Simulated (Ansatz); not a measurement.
B$_{2}$H$_{8}$N$_{2}$Si, relaxed with RKS PBE0-D4/def2-TZVP in Ansatz 0.2.0 from a PBE-D4/def2-SVP geometry. The force threshold is 0.005 eV/Å; the program also tests the step.

The species carries charge 0 and has multiplicity 1. The bonds changed during the relaxation, so this is another structure than the one it started from.

Start:

```xyz
13

B    -0.877   -2.337    0.414
N     0.153   -1.375    0.325
Si    0.266   -0.008   -0.806
B     1.233    1.653   -0.329
N    -0.305    1.569    0.146
H    -1.850   -2.229   -0.313
H    -0.781   -3.250    1.215
H     0.971   -1.503    0.932
H    -0.806   -0.219   -1.835
H     1.442    2.472   -1.204
H     2.023    1.530    0.592
H    -0.977    2.209   -0.291
H    -0.491    1.489    1.152
```

```
        step  energy (eV)  largest force (eV/Å)  largest move (Å)
           1  -12335.3430                 0.641             0.000
           2  -12335.4030                 0.388             0.027
           3  -12335.4174                 0.150             0.024
4 (rejected)  -12335.4127                 0.266             0.045
           5  -12335.4197                 0.176             0.022
           6  -12335.4213                 0.070             0.028
           7  -12335.4218                 0.016             0.011
           8  -12335.4218                 0.012             0.011
           9  -12335.4219                 0.003             0.002
```

End:

```xyz
13

B    -0.870   -2.319    0.405
N     0.149   -1.361    0.329
Si    0.232    0.004   -0.753
B     1.240    1.621   -0.342
N    -0.312    1.546    0.147
H    -1.827   -2.202   -0.306
H    -0.772   -3.232    1.175
H     0.956   -1.493    0.924
H    -0.779   -0.218   -1.814
H     1.424    2.436   -1.199
H     2.002    1.541    0.581
H    -0.965    2.179   -0.290
H    -0.478    1.500    1.143
```

Hardware: 4 threads of an Arm Neoverse V1 on a shared host. Wall time 31 s, peak host memory 0.54 GiB.
